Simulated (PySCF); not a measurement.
CH5GaO2, SMILES [OH][Ga]([OH])[CH3].

Coordinates come from a PBE-D3(BJ)/def2-SVP optimisation. The values are those of a single conformer.

These are PBE/def2-TZVP in PySCF values and carry that method's errors.

```json
{
  "total_energy": "-2116.06288 hartree",
  "highest_occupied_level": "-6.73 eV",
  "lowest_empty_level": "-1.17 eV",
  "orbital_gap": "5.56 eV",
  "dipole_moment": "2.23 D",
  "quadrupole, principal values (traceless, Buckingham form, about the centre of nuclear charge)": "-4.72, 1.42, 3.30 D·Å",
  "mean_static_polarisability": "48.7 bohr³ (7.22 Å³)",
  "polarisability_principal_values": "37.8, 50.2, 58.0 bohr³"
}
```
